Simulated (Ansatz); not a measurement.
Gas-phase electronic energies from Ansatz, PBE0-D4/def2-TZVP geometries. CBS: MP2 limit from def2 TZ/QZ plus the TZ coupled-cluster correction, frozen cores. DFT in def2-TZVPP. Elements past krypton have def2 core potentials. For Ge, Te outer-core shells are correlated without core-valence functions, which leaves a few kJ/mol of doubt a bond. Scalar relativity is left out up to krypton. Each species was taken in one conformer, which may not be the lowest.

Consider the redistribution: `C[Te][SiH2]N` + `C[N](C)[Ge][F]` → `C[Te][SiH](N)F` + `C[N](C)[GeH]`.

| species | ωB97X-V energy (Eh) |
| --- | --- |
| `C[Te][SiH2]N` | -654.59328 |
| `C[N](C)[Ge][F]` | -2311.30179 |
| `C[Te][SiH](N)F` | -753.92298 |
| `C[N](C)[GeH]` | -2211.97733 |

Problem. Work out ΔE.

Solution. ΔE = (-753.92298) + (-2211.97733) − (-654.59328) − (-2311.30179) = -0.00524 Eh = -13.8 kJ/mol. CCSD(T)/CBS gives -22.3 kJ/mol.

Largest T1 diagnostic among the species: 0.016.

From PBE to PBE0 (25 % exact exchange), in def2-TZVPP and without D4, ΔE moves by −6.0 kJ/mol.
